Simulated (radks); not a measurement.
Tm2+, configuration [Xe] 4f12 7f1 (not the ground configuration). All-electron calculation, Dirac Kohn-Sham, PBE, spin-unpolarised, spherical densities, finite nucleus; open shells fill j = l - 1/2 first; Fermi nuclear charge, rms radius 5.2256 fm. Program: a radial shooting solver on a logarithmic mesh with Libxc functionals.

Normalised radial functions P(r) = r R(r) (large component), r in bohr:

r	4d5/2	7f7/2
0.001229	0.0000	0.0000
0.001747	0.0000	0.0000
0.002464	0.0001	0.0000
0.003504	0.0003	0.0000
0.004983	0.0008	0.0000
0.007085	0.0023	0.0000
0.01007	0.0060	0.0000
0.01432	0.0155	0.0000
0.02021	0.0377	0.0000
0.02873	0.0885	0.0001
0.04085	0.1927	0.0005
0.05809	0.3765	0.0015
0.0826	0.6297	0.0044
0.1174	0.8314	0.0112
0.167	0.7150	0.0246
0.2356	0.0757	0.0442
0.3349	-0.8918	0.0646
0.4763	-1.4564	0.0720
0.6772	-1.2068	0.0564
0.9629	-0.5844	0.0185
1.369	-0.1605	-0.0390
1.931	-0.0230	-0.1121
2.746	-0.0012	-0.1832
3.905	0.0000	-0.1661
5.552	0.0000	0.0289
7.895	0.0000	0.2308
11.23	0.0000	0.0004
15.83	0.0000	-0.3305
22.52	0.0000	-0.1440
32.02	0.0000	-0.0083
45.52	0.0000	-0.0001

4d5/2: eigenvalue -198.84 eV, 1 radial node at r = 0.243 bohr, <r> = 0.575 bohr, 90 % of the charge inside 0.864 bohr. 7f7/2 (empty): eigenvalue -3.162 eV, 3 radial nodes at r = 1.09, 5.34, 11.2 bohr, <r> = 14.9 bohr, 90 % of the charge inside 20.6 bohr.
